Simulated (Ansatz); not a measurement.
An input meant for W4S6⁺ (charge 1, doublet; atoms displaced at random, 0.03 Å in each coordinate; with a point charge).

```yaml
crystal:
  periodic: [true, true, true]
  atoms:
    - {symbol: W, position_ang: [0.749955, -1.250636, -0.857517]}
    - {symbol: W, position_ang: [-1.384389, 0.115252, -1.447556]}
    - {symbol: W, position_ang: [0.335625, 0.907132, 0.460776]}
    - {symbol: W, position_ang: [-1.558792, -0.688143, 0.835552]}
    - {symbol: S, position_ang: [-0.556766, 2.312255, -1.138147]}
    - {symbol: S, position_ang: [-0.555574, -2.800067, 0.641351]}
    - {symbol: S, position_ang: [-3.381212, -0.379297, -0.532900]}
    - {symbol: S, position_ang: [2.529551, -0.947678, -1.855260]}
    - {symbol: S, position_ang: [1.744392, 0.361649, 2.316460]}
    - {symbol: S, position_ang: [1.960699, 2.329984, 1.681947]}
basis:
  gaussian: {orbitals: def2-TZVP, point_charges: [{charge: 2.00, position_ang: [5.922, 0.621, -0.867]}]}
total_charge: 1
magnetization: {spin_polarized: true, initial_magnetization: 1}
hamiltonian: {xc: {name: wB97}}
scf: {omitted_lower_state_checks: [starts]}
output: {forces: true}
```

```sh
$ ansatz run in.yaml --threads 4 --pin off --events-out ev --progress --plain --max-ram 6963MiB
```

Output, abridged:

```
Error: YAML parse error: error: line 2 column 3: crystal: missing field `lattice` (a structure is typed as `lattice` and `atoms`, a molecule's as `atoms` in Å alone, or read from a run's directory, `checkpoint`)
 --> <input>:2:3
1 | crystal:
2 |   periodic: [true, true, true]
3 |   atoms:
4 |     - {symbol: W, position_ang: [0.749955, -1.250636, -0.857517]}
```

What is wrong with this run?

The species is marked periodic without a cell. The program refused the input.
